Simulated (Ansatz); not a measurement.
Born–Oppenheimer molecular dynamics of Cl$_{2}$FH$_{3}$NOTa (9 atoms, charge 0, multiplicity 1). It starts from a relaxed structure.

All numbers below come from RHF/def2-SVP (Ansatz).

- ensemble: NVE (velocity Verlet)
- time step: 1 fs
- steps asked: 250
- starting velocities drawn for: 200 K
- seed: 597889

First frame:

```xyz
9
Properties=species:S:1:pos:R:3
Ta -0.014 0.055 0.085
Cl 2.326 -0.040 0.083
F -0.015 0.402 1.941
Cl -0.141 0.034 -2.296
N -0.981 1.753 -0.010
H -1.202 2.279 0.817
H -1.310 2.197 -0.847
O -0.952 -1.534 0.263
H -1.679 -2.131 0.201
```

(1) How far do the bonds stretch over the last three quarters of this one trajectory? (Pairs bonded in most of those frames.)

Results:

(1) 
```json
{"bond": "Ta1–Cl2", "mean (Å)": "2.342", "spread (Å)": "0.033", "shortest": "2.30", "longest": "2.40"}
{"bond": "Ta1–F3", "mean (Å)": "1.889", "spread (Å)": "0.025", "shortest": "1.85", "longest": "1.94"}
{"bond": "Ta1–Cl4", "mean (Å)": "2.383", "spread (Å)": "0.025", "shortest": "2.34", "longest": "2.42"}
{"bond": "Ta1–N5", "mean (Å)": "1.956", "spread (Å)": "0.013", "shortest": "1.93", "longest": "1.98"}
{"bond": "Ta1–O8", "mean (Å)": "1.856", "spread (Å)": "0.039", "shortest": "1.79", "longest": "1.92"}
{"bond": "N5–H6", "mean (Å)": "1.005", "spread (Å)": "0.004", "shortest": "1.00", "longest": "1.01"}
{"bond": "N5–H7", "mean (Å)": "1.003", "spread (Å)": "0.003", "shortest": "1.00", "longest": "1.01"}
{"bond": "O8–H9", "mean (Å)": "0.944", "spread (Å)": "0.002", "shortest": "0.94", "longest": "0.95"}
```

Mean temperature of the second half: 100 K. The conserved energy stayed within 0.087 meV per atom of its start (net change 0.036 meV per atom), so the integration is sound. Over the second half the temperature averaged 0.50 of the 200 K drawn at the start: a run that starts near a minimum puts about half its kinetic energy into the potential. A run of 0.25 ps of so small a system gives no equilibrium averages.

The run took 4.6 min on 4 threads of Intel(R) Xeon(R) Platinum 8488C (Sapphire Rapids) (shared host), peak memory 0.32 GiB.
